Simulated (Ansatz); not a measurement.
Ansatz (a program for electronic structure) input (CCSD(T)/def2-SVP):

Ansatz 0.2 input:
```yaml
crystal:
  periodic: [false, false, false]
  atoms:
    - {symbol: In, position_ang: [-0.13502049, -0.26849537, -0.11905660]}
    - {symbol: O, position_ang: [1.75275753, 0.18049266, -0.94762285]}
    - {symbol: H, position_ang: [2.35844912, 0.12494586, -0.19847221]}
    - {symbol: O, position_ang: [0.19678019, -0.32801593, 1.96377411]}
    - {symbol: H, position_ang: [-0.36018923, 0.37903304, 2.31168393]}
    - {symbol: O, position_ang: [-1.28164176, 1.47566962, -0.42722270]}
    - {symbol: H, position_ang: [-0.72542356, 2.02712324, -0.99086678]}
basis:
  gaussian:
    orbitals: def2-SVP
total_charge: -1
magnetization: {spin_polarized: true, initial_magnetization: 1}
correlation: {method: ccsd_t, electrons: outside_noble_gas}
```

Output:

```
Functional definition: HF
integrals: 0.13 GiB planned
882 factors; integrals over basis functions are off by at most 6.5e-4 eV
mean field: 0.31 GiB planned
mean field evaluation 1: about -11300.0720 eV, gradient 2.6e1 eV
mean field evaluation 2: about -11300.0941 eV, gradient 2.6e1 eV
mean field evaluation 4: about -11303.4536 eV, gradient 2.5e0 eV
mean field evaluation 8: about -11303.5684 eV, gradient 1.9e-1 eV
mean field evaluation 16: about -11303.5222 eV, gradient 8.0e-1 eV
mean field -11303.56948397 eV, -415.3985167013 hartree, gradient 5.0e-6 eV, S^2 0.755705; 0 other end points of the search recorded, 0 dependent functions left out
12 core orbitals not correlated, not the lowest: weight in the atoms' cores, before any rotation towards them, 0.941 or more for the frozen orbitals, at most 0.058 for the correlated occupied ones
reference -11303.56948397 eV, -415.3985167013 hartree; 13, 12 occupied and 58, 59 virtual orbitals, 882 factors
second order -17.33119499 eV of doubles, -0.00000000 eV of singles
coupled cluster: 0.48 GiB planned
cycle   1  -17.17974407 eV  change    1.5e-1 eV  update   1.1e-1
cycle   2  -17.58000456 eV  change   -4.0e-1 eV  update   3.5e-2
cycle   3  -17.72486570 eV  change   -1.4e-1 eV  update   2.3e-2
cycle   4  -17.72686105 eV  change   -2.0e-3 eV  update   7.1e-3
cycle   5  -17.72036891 eV  change    6.5e-3 eV  update   3.7e-3
cycle   6  -17.72064062 eV  change   -2.7e-4 eV  update   1.6e-3
cycle   7  -17.72102037 eV  change   -3.8e-4 eV  update   7.0e-4
cycle   8  -17.72108493 eV  change   -6.5e-5 eV  update   2.7e-4
cycle   9  -17.72116505 eV  change   -8.0e-5 eV  update   1.3e-4
cycle  10  -17.72115647 eV  change    8.6e-6 eV  update   4.1e-5
cycle  11  -17.72114756 eV  change    8.9e-6 eV  update   1.9e-5
perturbative correction -0.37678277 eV, -0.0138465115 hartree
Total energy: -11321.66741430 eV, -416.0636033739 hartree
```
